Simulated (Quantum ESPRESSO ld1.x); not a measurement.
Problem. Mn12+, 13 electrons, occupied as [Ne] 3s2 3p1 (the NIST ground configuration). Calculated with ld1.x of Quantum ESPRESSO 7.5: scalar-relativistic Kohn-Sham, LDA (Slater exchange, Perdew-Wang correlation), spin-polarised, spherical densities, point nucleus; open shells are filled with parallel spins first. Some entries of the table are withheld. Estimate them.

orbital  occ.  eigenvalue (hartree)  r(max) (bohr)
1s up       1              -248.493          0.040
1s down     1              -248.464          0.040
2s up       1              -39.4816          0.233
2s down     1              -39.4514          0.233
2p up       3              -35.4486          0.187
2p down     3              -35.4127          0.187
3s up       1              -13.2597          0.679
3s down     1              -13.1348          0.679
3p up       1              -12.0545          0.668
3p down     0              -11.9310          0.668
3d up       0              -10.2867          0.574
3d down     0              -10.1746          0.574
4s up       0                   (1)           1.42
4s down     0                   (2)           1.43

Solution. 
(1) 4s up eigenvalue (hartree): -6.42777
(2) 4s down eigenvalue (hartree): -6.38689
